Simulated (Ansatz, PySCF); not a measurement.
Stretching the N3–H4 bond in H3NSe (SMILES N[SeH]) (multiplicity 1 held, fragments rigid). Energies count from the point at 1.012 Å.
Geometry at that point (charge 0, multiplicity 1):
```xyz
5

Se    -0.0430     0.3156     0.2326
H     -1.2669     0.7729    -0.4779
N      0.3666    -1.2273    -0.7248
H      0.5479    -1.0107    -1.6964
H     -0.3858    -1.9010    -0.6611
```

U- levels take the lowest unrestricted solution at each point, which mixes spins at long bonds. Active spaces are followed from a long bond inwards. Curves can end on different states.

Correlated levels freeze the cores. Filled d and f shells under p-block atoms count as core. Rows in 3-21G, LANL2DZ carry no dispersion term and start afresh at each structure; the Pople sets are all-electron and without relativity. LANL2DZ brings its own core potentials from Na on.

Codes used: Ansatz (Gaussian basis) for Hartree–Fock, density functionals and correlated methods; PySCF for 3-21G rows, LANL2DZ rows. Each number belongs to the level named beside it.

Other levels give for the energy at R = 3.238 Å: U-PBE/cc-pVTZ 4.389; U-B3LYP/cc-pVTZ 4.506; U-wB97X-V/cc-pVTZ 4.655; FIC-MRCISD+Q on CASSCF(2,2)/cc-pVTZ 4.645 eV.

**Question.** What do these common cheap choices give for the same quantity: R-HF/3-21G, U-HF/LANL2DZ, R-B3LYP/LANL2DZ, U-B3LYP/LANL2DZ?

**Answer.** R-HF/3-21G 8.973; U-HF/LANL2DZ 3.605; R-B3LYP/LANL2DZ 6.306; U-B3LYP/LANL2DZ 4.595 eV. They span 3.605 to 8.973 eV.

Doubts at one or more of the structures used: a restricted determinant that unrestricted orbitals would lower (R-HF/3-21G); a spin-contaminated determinant (U-HF/LANL2DZ, U-B3LYP/LANL2DZ, U-PBE/cc-pVTZ, U-B3LYP/cc-pVTZ, U-wB97X-V/cc-pVTZ).

Ansatz is an electronic-structure program.
